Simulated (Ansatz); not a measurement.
Consider the formal exchange of groups at the Al–Si bond: `O[SiH2][AlH][SnH3]` + `C[SiH3]` → `C[SiH2][AlH][SnH3]` + `O[SiH3]`.

Isolated molecules relaxed with PBE0-D4/def2-TZVP in Ansatz; ΔE leaves out vibrations. CCSD(T)/CBS adds triple-zeta CCSD(T) − MP2 to the extrapolated MP2 energy (def2 sets, frozen cores). This one scheme is used for every species. DFT in def2-TZVPP. B3LYP here is the variant with VWN-RPA as its local correlation; programs differ in this. Elements past krypton have def2 core potentials. For Sn outer-core shells are correlated without core-valence functions, which leaves a few kJ/mol of doubt a bond. Each species was taken in one conformer, which may not be the lowest.

`O[SiH2][AlH][SnH3]`:

Z-matrix (Å, degrees):
```
Si
Al 1 2.466
O 1 1.660 2 110.1
H 1 1.488 2 113.7 3 -118.0
H 1 1.497 2 109.9 3 122.6
Sn 2 2.667 1 114.1 3 -16.0
H 2 1.590 1 125.2 3 164.8
H 3 0.959 1 117.2 2 38.0
H 6 1.712 2 113.7 1 111.8
H 6 1.721 2 109.9 1 -6.3
H 6 1.711 2 114.5 1 -125.2
```

`C[SiH3]`:

```xyz
8

C    -0.186    0.381    0.892
Si    0.166   -0.341   -0.798
H    -1.260    0.501    1.046
H     0.285    1.361    1.000
H     0.200   -0.270    1.679
H    -0.478   -1.674   -0.945
H     1.631   -0.506   -1.005
H    -0.357    0.549   -1.870
```

`C[SiH2][AlH][SnH3]`:

Cartesian coordinates in Å:
```
C 0.206 -0.660 2.022
Si 1.594 -0.082 0.890
Al 0.819 0.472 -1.376
Sn -1.790 0.464 -1.920
H -0.255 -1.572 1.636
H 0.581 -0.867 3.026
H -0.574 0.101 2.098
H 2.660 -1.128 0.826
H 2.241 1.132 1.478
H 1.840 0.834 -2.542
H -2.752 0.729 -0.525
H -2.289 -1.055 -2.542
H -2.279 1.632 -3.072
```

`O[SiH3]`:

```xyz
6

O     0.770   -0.929   -0.432
Si   -0.217    0.329   -0.033
H     0.998   -1.554    0.256
H    -1.541   -0.145    0.457
H    -0.393    1.116   -1.274
H     0.383    1.184    1.028
```

Problem. Is it downhill or uphill in electronic energy at CCSD(T)/CBS, and by how much? (Estimate.)

Solution. Ansatz gave: Downhill: ΔE = -8.2 kJ/mol.

Problem. What do these levels give: r2SCAN-D4, PBE0, B3LYP, CCSD/def2-TZVPP, SCS-MP2/def2-QZVPP, CCSD/CBS(def2)? (An estimate is asked.)

Solution. The calculation gave: r2SCAN-D4 -6.1, PBE0 -6.2, B3LYP -5.5, CCSD/def2-TZVPP -9.0, SCS-MP2/def2-QZVPP -9.2, CCSD/CBS(def2) -8.3 kJ/mol.

Largest T1 diagnostic among the species: 0.014.
